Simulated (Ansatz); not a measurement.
Species: sum formula HSiO, charge -1, multiplicity 1. 
Coordinates optimised at B3LYP-D3(BJ)/def2-TZVP (Ansatz, a program for electronic structure):
```
O
H 1 0.9582
Si 1 1.7528 2 105.99
```
Charge -1, spin multiplicity 1.

Parts of the frozen-core correlation energy in cc-pV(D+d)Z (Ansatz, hartree). Frozen orbitals: 6; correlated occupied orbitals by spin: 6 and 6; virtual: 30 and 30. No spin-orbit coupling. No relativistic terms. The restricted reference is unstable.

| term | value |
|---|---|
| reference (HF) | -364.29375 |
| MP2 opposite-spin | ? |
| MP2 same-spin | ? |
| CCSD correlation | -0.29501 |
| (T) | ? |
| CCSDT minus CCSD(T) | -0.00136 |
| T1 diagnostic | 0.018 |
| largest doubles amplitude | 0.162 |

Problem. What belongs in the gaps?

Solution. 
- MP2 opposite-spin, value: -0.20513
- MP2 same-spin, value: -0.06660
- (T), value: -0.00804
